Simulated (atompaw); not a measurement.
u(r) = r·R(r): atom against pseudo-atom (S (Z = 16))

Columns: radius, all-electron u(r) and pseudo u(r) of the 3s shell (level -17.19 eV) of sulfur in the configuration [Ne] 3s2 3p4; PBEsol, scalar-relativistic, PAW (atompaw) scheme, atompaw 4.2.0.5.

```tsv
r (bohr)	all-electron	pseudo
0.063	0.2073	0.0689
0.127	0.0075	0.1383
0.190	-0.2147	0.2056
0.254	-0.3586	0.2724
0.317	-0.4076	0.3360
0.381	-0.3808	0.3980
0.444	-0.3020	0.4562
0.508	-0.1893	0.5119
0.571	-0.0624	0.5631
0.635	0.0710	0.6112
0.698	0.1987	0.6544
0.762	0.3197	0.6939
0.825	0.4270	0.7285
0.888	0.5214	0.7587
0.952	0.6035	0.7849
1.015	0.6711	0.8064
1.079	0.7266	0.8237
1.142	0.7692	0.8366
1.206	0.8013	0.8455
1.269	0.8228	0.8503
1.333	0.8357	0.8513
1.396	0.8407	0.8486
1.460	0.8390	0.8423
1.523	0.8317	0.8327
1.587	0.8194	0.8195
1.650	0.8034	0.8034
```

**Question.** How many radial nodes do the two functions have?

**Answer.** The all-electron 3s function has n − l − 1 = 2; the pseudo-wave has 0, since the states of the same l below it are removed with the core.

**Question.** Is the pseudo-wave norm-conserving?

**Answer.** No, it belongs to a PAW set: the norm inside the radius is not constrained, and the difference is carried by the augmentation charge.
